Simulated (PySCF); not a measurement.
**Which functional comes closest?**

Molecule: SMILES C[P+](C)(C)[Al-]([Cl])([Cl])[Cl], C3H9AlCl3P.

Numbering as in the mapped SMILES `[CH3:1][P+:2]([CH3:3])([CH3:4])[Al-:5]([Cl:6])([Cl:7])[Cl:8]`; H(Xn) means a hydrogen on atom n.

Geometry PBE0-D3(BJ)/def2-SVP throughout; GIAO in PySCF, gas phase, one conformer, non-relativistic; equivalent atoms averaged; basis pcSseg-1.

Reference values (measured; solution, CD2Cl2; Dalton Transactions PAPER Cite this: Dalton Trans., 2014, 43, 14600 Received 7th July 2014, Accepted 8th August 2014 DOI: 10.1039/): δ(P2) = -42.6 ppm vs 85 % H3PO4. Computed shifts are taken against H3PO4, calculated as an isolated molecule at each level.

Problem. How do the functionals PBE, BLYP, B97-D, B3LYP, mPW1PW91, BHandHLYP perform against the reference? Times are CPU seconds on 1 thread of an Arm Neoverse V2, shared host; the GGAs took longer than the global hybrids here, which isn't the general rule, and the cause wasn't traced.

Solution. 
```
functional           kind     P2  abs. error P  core-s
       PBE            GGA  -66.7          24.1      42
      BLYP            GGA  -54.4          11.8      42
     B97-D            GGA  -55.9          13.3      43
     B3LYP  global hybrid  -60.1          17.5      35
  mPW1PW91  global hybrid  -71.4          28.8      36
 BHandHLYP  global hybrid  -64.4          21.8      37
```

For 31P the closest is BLYP (11.8 ppm) and the furthest mPW1PW91 (28.8 ppm). One molecule is a small sample, and vibrational and solvent effects are absent from the calculation.
